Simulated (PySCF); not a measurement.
hydrogen telluride cation (H₂Te), SMILES [TeH2] (connectivity only; charge and spin as stated), charge +1, multiplicity 2. The structure is a stationary point at PBE-D3(BJ)/def2-TZVPD. The spin state was assumed, not searched. The def2 effective core potentials stand for the cores of Te; spin–orbit coupling is left out.

Method: PBE-D3(BJ)/def2-TZVPD run with PySCF.

Harmonic wavenumbers (cm⁻¹): 849, 2049, 2055. Rotational constants (GHz): 179.0, 177.8, 89.21; symmetry number 2.

Q: Work out the zero-point energy and the ideal-gas rigid-rotor harmonic-oscillator thermochemistry at 298.15 K and 1 atm.

A: ZPE = ½ Σ hcν = ½ × 4954 cm⁻¹ = 7.08 kcal/mol. H − E(el) = 9.49 kcal/mol. Entropy in cal/(mol K): translation 40.49, rotation 14.01, vibration 0.17, spin 1.38, total 56.05. G − E(el) = -7.22 kcal/mol. Cp = 8.54 cal/(mol K).
